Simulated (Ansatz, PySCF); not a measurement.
AuH₆N₂, SMILES [NH3+][Au]<-[NH3], charge +1, multiplicity 1. Atoms are numbered in the order given.

```xyz
9

Au     0.0000     0.0000     0.0000
N      0.0000     0.0000     2.0648
H     -0.4562     0.8325     2.4486
H     -0.4929    -0.8113     2.4486
H      0.9490    -0.0212     2.4486
N      0.0000     0.0000    -2.0648
H     -0.4562    -0.8325    -2.4486
H     -0.4929     0.8113    -2.4486
H      0.9490     0.0212    -2.4486
```
Charge +1, spin multiplicity 1.

Coordinates come from a PBE0-D3(BJ)/def2-SVP optimisation. The multiplicity is an assumed one; other spin states were not compared. The def2 effective core potentials stand for the cores of Au; spin–orbit coupling is left out.

Two levels are set side by side: PBE-D3(BJ)/def2-SVP (Ansatz, an electronic-structure program) and PBE0-D3(BJ)/def2-SVP (Ansatz). Each level has its own optimised geometry; the coordinates shown are those of the second. Frequencies come from the Hessian of PySCF at each geometry. Differences are taken from unrounded values.

```json
[
 {"quantity": "mean bond length (Å)", "PBE0-D3(BJ)": "1.284"},
 {"quantity": "bond Au1–N2 (Å)", "PBE0-D3(BJ)": "2.065"},
 {"quantity": "bond Au1–N6 (Å)", "PBE0-D3(BJ)": "2.065"},
 {"quantity": "bond N2–H3 (Å)", "PBE0-D3(BJ)": "1.024"},
 {"quantity": "bond N2–H4 (Å)", "PBE0-D3(BJ)": "1.024"},
 {"quantity": "bond N2–H5 (Å)", "PBE0-D3(BJ)": "1.024"},
 {"quantity": "bond N6–H7 (Å)", "PBE0-D3(BJ)": "1.024"},
 {"quantity": "bond N6–H8 (Å)", "PBE0-D3(BJ)": "1.024"},
 {"quantity": "bond N6–H9 (Å)", "PBE0-D3(BJ)": "1.024"},
 {"quantity": "highest harmonic wavenumber (cm⁻¹)", "PBE0-D3(BJ)": "3582"},
 {"quantity": "mean harmonic wavenumber (cm⁻¹)", "PBE0-D3(BJ)": "1655"},
 {"quantity": "zero-point energy (kcal/mol)", "PBE0-D3(BJ)": "49.70"}
]
```

### Question
What does PBE-D3(BJ) give, and how far is it from PBE0-D3(BJ)? (An estimate is asked for; the answer gives what the named calculation found.)

### Answer

```tsv
quantity	PBE-D3(BJ)	PBE-D3(BJ) minus PBE0-D3(BJ)
mean bond length (Å)	1.293	0.009
bond Au1–N2 (Å)	2.072	0.007
bond Au1–N6 (Å)	2.072	0.007
bond N2–H3 (Å)	1.033	0.009
bond N2–H4 (Å)	1.033	0.009
bond N2–H5 (Å)	1.033	0.009
bond N6–H7 (Å)	1.033	0.009
bond N6–H8 (Å)	1.033	0.009
bond N6–H9 (Å)	1.033	0.009
highest harmonic wavenumber (cm⁻¹)	3460	-122
mean harmonic wavenumber (cm⁻¹)	1603	-53
zero-point energy (kcal/mol)	48.12	-1.58
```

GGA bonds tend to be longer and softer than those of functionals with exact exchange. Differences between two approximate levels are no errors against the true value.
